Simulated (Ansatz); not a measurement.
The first iterations of a band of a periodic cell of 63 atoms, Si (host Si, host structure diamond, one Si atom removed).

These are results of DFT PBE, scalar-relativistic, plane waves, PAW in Ansatz, not measurements. Settings: PAW set soft_1, cutoff 420 eV, k mesh 1x1x1, fermi-dirac smearing 0.05 eV, no spin polarisation.

```
movable images  : 3
climbing image  : yes
spring          : 5.0 eV/Å²
optimiser       : quadratic models (default)
start path      : default
force threshold : 0.05 eV/Å
iteration limit : 6
end points      : relaxed
```

Initial state:

```xyz
63
Lattice="10.8600 0.0000 0.0000 0.0000 10.8600 0.0000 0.0000 0.0000 10.8600" Properties=species:S:1:pos:R:3
Si 5.438 -0.027 0.030
Si 6.786 1.355 1.365
Si 8.145 2.715 0.006
Si 9.494 4.082 1.359
Si 8.120 -0.028 2.713
Si 9.495 1.347 4.078
Si 0.004 -0.003 0.007
Si 1.370 1.347 1.359
Si 2.720 2.713 0.006
Si 4.078 4.073 1.365
Si 5.426 5.457 0.032
Si 6.729 6.848 1.423
Si 8.120 8.150 0.031
Si 9.503 9.498 1.364
Si 2.744 -0.027 2.725
Si 4.079 1.355 4.073
Si 5.432 2.714 2.718
Si 6.786 4.073 4.073
Si 8.120 5.457 2.725
Si 9.504 6.790 4.073
Si 5.427 -0.028 5.406
Si 6.792 1.347 6.781
Si 8.145 2.713 5.431
Si 9.506 4.071 6.793
Si 8.144 -0.004 8.148
Si 9.506 1.358 9.505
Si 0.001 5.432 0.006
Si 1.361 6.790 1.365
Si 2.743 8.138 0.030
Si 4.131 9.445 1.418
Si 0.002 2.715 2.718
Si 1.370 4.082 4.079
Si 2.744 5.457 2.714
Si 4.137 6.848 4.014
Si 6.731 9.441 4.017
Si 0.001 -0.004 5.431
Si 1.358 1.358 6.792
Si 2.720 2.715 5.431
Si 4.072 4.082 6.781
Si 5.438 5.457 5.406
Si 6.786 6.790 6.790
Si 8.121 8.138 5.407
Si 9.495 9.505 6.781
Si 2.720 -0.003 8.149
Si 4.072 1.347 9.515
Si 5.432 2.715 8.148
Si 6.792 4.082 9.517
Si 8.145 5.432 8.150
Si 9.495 6.784 9.516
Si 0.002 8.144 2.718
Si 1.361 9.498 4.073
Si 0.004 5.432 5.431
Si 1.370 6.784 6.781
Si 2.745 8.149 5.406
Si 4.078 9.498 6.790
Si 0.002 2.714 8.148
Si 1.358 4.070 9.505
Si 2.719 5.432 8.148
Si 4.079 6.790 9.507
Si 5.432 8.144 8.149
Si 6.786 9.498 9.508
Si 0.002 8.145 8.148
Si 1.370 9.504 9.516
```

Final state:

Only the atoms that move by more than 0.05 Å are listed.
```
Si1 5.373 -0.057 0.057
Si12 6.760 6.815 1.351
Si15 2.772 -0.057 2.658
Si29 2.772 8.202 0.057
Si30 5.373 8.202 2.658
Si34 4.066 6.815 4.045
Si35 6.760 9.509 4.045
```

| iteration | highest image above the first end (eV) | largest band force component (eV/Å) |
| --- | --- | --- |
| 1 | 0.733 | 0.545 |
| 2 | 0.346 | 0.322 |

Question: Does the band converge within its limit, and where does its top end?

Answer: The run converged. It ended after 5 iterations with the highest image 0.199 eV above the first end. The order of the point at the top wasn't checked. Limits of this set-up: coarse k mesh, no spin, though dangling bonds at a vacancy may carry it, a typed lattice constant that wasn't relaxed here.

Run time: 2.2 min on 4 threads of Arm Neoverse V1, with other jobs on the host, peak memory 2.7 GiB.
